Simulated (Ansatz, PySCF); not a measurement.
Process, species as SMILES: [CH3][GeH2][CH3] → [CH2][GeH2][CH3] + H atom (the C-H bond at the site shown breaks; other sites are not compared here)
Geometries: B3LYP-D3(BJ)/def2-TZVP minima from Ansatz (a program for electronic structure), one conformer each, not searched for the lowest.

Property: bond dissociation energy (enthalpy at 298 K, with B3LYP-D3(BJ) rigid-rotor harmonic-oscillator terms from PySCF), in kJ/mol. Cores are frozen in the correlated levels unless marked. UHF or UKS for open shells. Spin-orbit coupling is left out. The frozen core is the preceding noble-gas configuration, with the filled d and f shells of earlier blocks. Non-relativistic. Basis-set limits of correlation are two-point, X^-3; Hartree-Fock from the larger set.

| level | program | bond dissociation energy (kJ/mol) |
|---|---|---|
| r2SCANh-D4/def2-TZVPD | Ansatz + dftd4 | 407.7 |
| B2GP-PLYP-D3(BJ)/def2-TZVPD | Ansatz + dftd3 | 419.3 |
| SCS-MP2/aug-cc-pVDZ | Ansatz | 412.8 |
| CCSD/STO-3G | Ansatz | 486.1 |
| CCSD/6-31G* | Ansatz | (withheld) |
| CCSD(T)/CBS(aug-cc-pVTZ,aug-cc-pVQZ) | Ansatz | (withheld) |

Complete the blanks.


- CCSD/6-31G*, bond dissociation energy (kJ/mol): 390.5
- CCSD(T)/CBS(aug-cc-pVTZ,aug-cc-pVQZ), bond dissociation energy (kJ/mol): 428.4
